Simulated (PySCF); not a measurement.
CH7Cl2NSi2, SMILES CN[Si@H](Cl)[SiH2]Cl.

Coordinates come from a PBE-D3(BJ)/def2-SVP optimisation. The structure was generated by enumeration; whether it is a known compound was not checked. Other conformers were not sampled.

Two levels are set side by side: PBE/def2-TZVP (PySCF) and M06-2X/def2-TZVP (PySCF). Same geometry, gas phase. Differences are taken from unrounded values.

```
quantity                     M06-2X    PBE  PBE minus M06-2X
---------------------------  ------  -----  ----------------
orbital gap (eV)               8.93   4.58             -4.35
highest occupied level (eV)   -8.75  -6.08              2.67
lowest empty level (eV)        0.18  -1.50             -1.68
dipole moment (D)              1.65   1.80              0.16
mean polarisability (bohr³)    96.2  101.5               5.3
```

PBE's occupied levels lie high since its potential decays too fast outside the molecule; exact exchange lowers them and widens the gap. PBE's more diffuse valence density responds more strongly to a field. Differences between two approximate levels are no errors against the true value.

Rough cost on one machine, each run with all the roots and properties that it gave: M06-2X against PBE about 3 times.
